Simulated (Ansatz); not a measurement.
CuPH3Br⁻, that is Cu(PH3)Br with one electron more. Charge -1, multiplicity 2. Geometry PBE0-D4/def2-TZVP, that of the neutral singlet; atoms count from 1.

Cartesian coordinates in Å:
```
Cu 0.162 0.246 1.388
P -0.084 -0.131 -0.735
H -0.172 0.963 -1.620
H -1.218 -0.843 -1.176
H 0.901 -0.870 -1.421
Br 0.411 0.635 3.564
```

The highest occupied level of the charge -1 doublet lies above zero (up to 1.61 eV). By energy differences it is unbound by 0.35 eV (vertical, against the charge 0 singlet, at PBE0-D4/def2-TZVPD) and held by the finite basis.

Problem. Estimate the Mulliken populations from the PBE0/def2-TZVPD orbitals of Ansatz.

Solution. 
```csv
atom,charge (e),spin (α − β),d electrons
Cu1,-0.92,0.64,9.75
P2,-1.08,1.04,–
H3,0.36,-0.18,–
H4,0.36,-0.13,–
H5,0.36,-0.18,–
Br6,-0.09,-0.19,–
```
Mulliken values depend strongly on the basis. With diffuse functions, as here, like atoms can get unlike values, and bond orders can come out too low or too high.

Problem. Where does the spin sit?

Solution. Summed by element: Cu 0.64, P 1.04, H -0.49, Br -0.19, of 1 unpaired in all. Largest on single atoms: P2 1.04, Cu1 0.64, Br6 -0.19.

Problem. And the Mayer bond orders between heavy atoms (over 0.3)?

Solution. Cu1–P2 2.14 (2.17 Å); Cu1–Br6 0.30 (2.22 Å).
